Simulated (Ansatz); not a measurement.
Steps of a relaxation of CH₇NSiSn, SMILES `[SiH3]/N=[CH]\[SnH3]` with RKS PBE0-D4/def2-TZVP.

```sh
$ ansatz run in.yaml --threads 4 --pin off --events-out ev --progress --plain --max-ram 10444MiB
```

```yaml
crystal:
  periodic: [false, false, false]
  atoms:
    - {symbol: Si, position_ang: [-0.181210, 1.895642, -0.479430]}
    - {symbol: N, position_ang: [1.241136, 0.907060, -0.099044]}
    - {symbol: C, position_ang: [1.302711, -0.325535, 0.201776]}
    - {symbol: Sn, position_ang: [-0.376852, -1.794795, 0.396792]}
    - {symbol: H, position_ang: [-0.912205, 1.330428, -1.671430]}
    - {symbol: H, position_ang: [-1.117593, 1.935043, 0.702119]}
    - {symbol: H, position_ang: [0.274504, 3.286439, -0.796250]}
    - {symbol: H, position_ang: [2.310310, -0.768649, 0.413173]}
    - {symbol: H, position_ang: [-1.480901, -1.264324, 1.623389]}
    - {symbol: H, position_ang: [-1.245375, -1.907820, -1.096289]}
    - {symbol: H, position_ang: [0.250975, -3.350189, 0.825794]}
basis:
  gaussian: {orbitals: def2-TZVP}
hamiltonian: {xc: pbe0, dispersion: d4}
relax: {f_tol: 0.005, max_steps: 150}
```

Positions (Å) and forces (eV/Å) along the path, 12 of 30 steps:

```xyz
11
step=1 energy=-16343.6677 eV
Si   -0.181    1.896   -0.479    0.183   -0.238    0.078
N     1.241    0.907   -0.099   -0.313   -0.703    0.126
C     1.303   -0.326    0.202    0.002    0.519   -0.097
Sn   -0.377   -1.795    0.397   -0.015    0.120   -0.004
H    -0.912    1.330   -1.671    0.166    0.103    0.273
H    -1.118    1.935    0.702    0.215   -0.025   -0.261
H     0.275    3.286   -0.796   -0.056   -0.311    0.077
H     2.310   -0.769    0.413   -0.510    0.312   -0.136
H    -1.481   -1.264    1.623    0.229   -0.092   -0.231
H    -1.245   -1.908   -1.096    0.175    0.020    0.260
H     0.251   -3.350    0.826   -0.074    0.296   -0.084
11
step=3 energy=-16343.7217 eV
Si   -0.180    1.865   -0.471    0.120   -0.095   -0.003
N     1.227    0.890   -0.099   -0.105    0.045   -0.071
C     1.274   -0.335    0.181    0.106    0.053    0.269
Sn   -0.379   -1.760    0.391   -0.007   -0.005   -0.083
H    -0.904    1.297   -1.642   -0.008    0.010    0.003
H    -1.104    1.896    0.697    0.013    0.002    0.000
H     0.277    3.237   -0.784   -0.016   -0.002    0.001
H     2.263   -0.763    0.422   -0.053    0.017   -0.120
H    -1.454   -1.234    1.602   -0.023    0.024    0.037
H    -1.219   -1.868   -1.087   -0.047   -0.026   -0.040
H     0.264   -3.282    0.810    0.020   -0.022    0.007
11
step=4 energy=-16343.7258 eV
Si   -0.177    1.865   -0.471    0.053   -0.039    0.029
N     1.229    0.894   -0.098   -0.068   -0.054    0.005
C     1.275   -0.326    0.204    0.124    0.018   -0.030
Sn   -0.381   -1.760    0.394   -0.022    0.015   -0.010
H    -0.900    1.297   -1.643    0.006    0.001    0.004
H    -1.102    1.896    0.696    0.002    0.003   -0.003
H     0.275    3.239   -0.783   -0.009   -0.002   -0.003
H     2.272   -0.763    0.398   -0.106    0.038    0.002
H    -1.467   -1.235    1.602    0.010   -0.011   -0.008
H    -1.221   -1.876   -1.089    0.011   -0.001    0.018
H     0.264   -3.287    0.812    0.000    0.033   -0.003
11
step=7 energy=-16343.7267 eV
Si   -0.175    1.859   -0.466    0.018   -0.002    0.005
N     1.233    0.895   -0.097   -0.019    0.019   -0.005
C     1.277   -0.325    0.201    0.019   -0.031    0.009
Sn   -0.384   -1.753    0.385    0.002    0.005   -0.004
H    -0.905    1.282   -1.629   -0.005   -0.007   -0.003
H    -1.091    1.896    0.707   -0.001    0.001    0.004
H     0.268    3.233   -0.793    0.000    0.007   -0.003
H     2.267   -0.765    0.405   -0.013    0.007   -0.002
H    -1.471   -1.230    1.592   -0.003    0.002    0.002
H    -1.221   -1.877   -1.096   -0.002   -0.002   -0.004
H     0.267   -3.273    0.812    0.003   -0.001    0.000
11
step=8 energy=-16343.7270 eV
Si   -0.173    1.857   -0.459    0.014    0.000    0.007
N     1.242    0.901   -0.091   -0.025    0.036   -0.004
C     1.280   -0.321    0.201   -0.005   -0.077    0.011
Sn   -0.387   -1.748    0.374    0.016    0.008   -0.002
H    -0.919    1.257   -1.600   -0.003   -0.003    0.003
H    -1.070    1.907    0.728    0.004    0.007   -0.002
H     0.259    3.227   -0.815    0.003    0.000   -0.004
H     2.265   -0.768    0.410   -0.003    0.024   -0.005
H    -1.482   -1.220    1.572   -0.001    0.001   -0.002
H    -1.214   -1.884   -1.112    0.001   -0.001   -0.003
H     0.266   -3.264    0.814   -0.001    0.006    0.000
11
step=10 energy=-16343.6967 eV rejected
Si   -0.174    1.859   -0.445   -0.104    0.083    0.081
N     1.222    0.909   -0.030    0.105   -1.206   -0.089
C     1.277   -0.351    0.168    0.019    1.411    0.247
Sn   -0.392   -1.761    0.357    0.077   -0.038   -0.160
H    -0.945    1.229   -1.554   -0.011   -0.019   -0.004
H    -1.054    1.970    0.749   -0.035    0.040    0.004
H     0.277    3.207   -0.859   -0.006   -0.003   -0.016
H     2.279   -0.739    0.406   -0.057   -0.243   -0.063
H    -1.491   -1.215    1.544    0.047    0.027   -0.023
H    -1.206   -1.903   -1.136   -0.011   -0.031    0.023
H     0.273   -3.262    0.822   -0.023   -0.022    0.000
11
step=14 energy=-16343.7404 eV
Si   -0.174    1.855   -0.376   -0.242    0.182   -0.059
N     1.261    0.925   -0.023   -0.096   -0.355    0.073
C     1.287   -0.320    0.199    0.024    0.394   -0.092
Sn   -0.386   -1.745    0.265   -0.021   -0.033    0.008
H    -1.111    1.080   -1.279    0.206    0.178    0.236
H    -0.884    2.158    0.917    0.162   -0.028   -0.283
H     0.231    3.134   -1.046   -0.100   -0.305    0.131
H     2.268   -0.765    0.424    0.005   -0.058    0.020
H    -1.587   -1.168    1.337    0.032    0.011   -0.038
H    -1.090   -1.997   -1.271    0.048   -0.009    0.041
H     0.249   -3.214    0.873   -0.017    0.023   -0.037
11
step=17 energy=-16343.7960 eV
Si   -0.187    1.916   -0.311    0.034   -0.101   -0.006
N     1.199    0.938    0.086   -0.074   -0.083    0.011
C     1.243   -0.309    0.251    0.172    0.091    0.018
Sn   -0.367   -1.804    0.182   -0.109    0.045   -0.026
H    -1.305    1.075   -0.843   -0.024    0.030    0.022
H    -0.630    2.610    0.926    0.016    0.014   -0.033
H     0.218    2.906   -1.339   -0.013   -0.039    0.034
H     2.224   -0.749    0.504   -0.061    0.023   -0.009
H    -1.669   -1.305    1.171    0.013   -0.009   -0.002
H    -0.944   -2.074   -1.400    0.018    0.009   -0.009
H     0.283   -3.261    0.794    0.027    0.020    0.001
11
step=20 energy=-16343.7996 eV rejected
Si   -0.194    1.896   -0.295    0.006    0.058    0.005
N     1.198    0.954    0.153    0.073   -1.107    0.131
C     1.245   -0.309    0.314    0.025    0.943   -0.087
Sn   -0.372   -1.788    0.148    0.007    0.004   -0.005
H    -1.382    1.046   -0.623    0.026   -0.019    0.015
H    -0.529    2.789    0.842    0.003   -0.010   -0.009
H     0.165    2.710   -1.481    0.000   -0.019    0.004
H     2.217   -0.758    0.596   -0.137    0.157   -0.046
H    -1.689   -1.376    1.150    0.003   -0.002   -0.001
H    -0.902   -1.957   -1.464   -0.005    0.002   -0.003
H     0.307   -3.264    0.680   -0.001   -0.008   -0.004
11
step=21 energy=-16343.8076 eV
Si   -0.193    1.904   -0.293   -0.002   -0.019   -0.016
N     1.191    0.941    0.132   -0.006   -0.038   -0.025
C     1.245   -0.306    0.286    0.015    0.036    0.150
Sn   -0.368   -1.796    0.153   -0.012   -0.009   -0.049
H    -1.376    1.060   -0.649    0.004   -0.005    0.007
H    -0.532    2.760    0.869    0.008    0.011    0.004
H     0.174    2.747   -1.455    0.002    0.002   -0.008
H     2.215   -0.741    0.578   -0.011    0.011   -0.061
H    -1.692   -1.362    1.136   -0.002    0.009    0.009
H    -0.894   -1.996   -1.458   -0.007   -0.008   -0.002
H     0.293   -3.267    0.721    0.012    0.010   -0.010
11
step=24 energy=-16343.8120 eV
Si   -0.191    1.898   -0.294   -0.021    0.038   -0.015
N     1.184    0.949    0.182    0.020   -0.052    0.010
C     1.233   -0.296    0.351   -0.029    0.051   -0.034
Sn   -0.370   -1.790    0.138    0.009   -0.012    0.001
H    -1.397    1.045   -0.538    0.014    0.014    0.004
H    -0.481    2.868    0.791    0.004   -0.019   -0.023
H     0.159    2.621   -1.542   -0.008   -0.018    0.031
H     2.200   -0.733    0.647    0.014   -0.007    0.019
H    -1.689   -1.436    1.163    0.005   -0.008   -0.007
H    -0.907   -1.899   -1.479    0.000    0.004    0.018
H     0.325   -3.283    0.603   -0.007    0.010   -0.005
11
step=30 energy=-16343.8126 eV
Si   -0.188    1.900   -0.306    0.001   -0.001    0.000
N     1.179    0.951    0.195   -0.001   -0.001    0.000
C     1.224   -0.293    0.374   -0.001    0.001    0.000
Sn   -0.369   -1.793    0.138    0.001    0.001    0.000
H    -1.403    1.054   -0.525    0.000    0.000    0.000
H    -0.467    2.899    0.754    0.000    0.000    0.000
H     0.168    2.588   -1.570    0.000    0.000    0.000
H     2.185   -0.727    0.695    0.000    0.000    0.000
H    -1.672   -1.491    1.197    0.000    0.000    0.000
H    -0.938   -1.851   -1.469    0.000    0.000    0.000
H     0.346   -3.294    0.538    0.000    0.000    0.000
```

Hardware: 4 threads of an Arm Neoverse V2 on a shared host. Wall time 84 s, peak host memory 0.53 GiB.
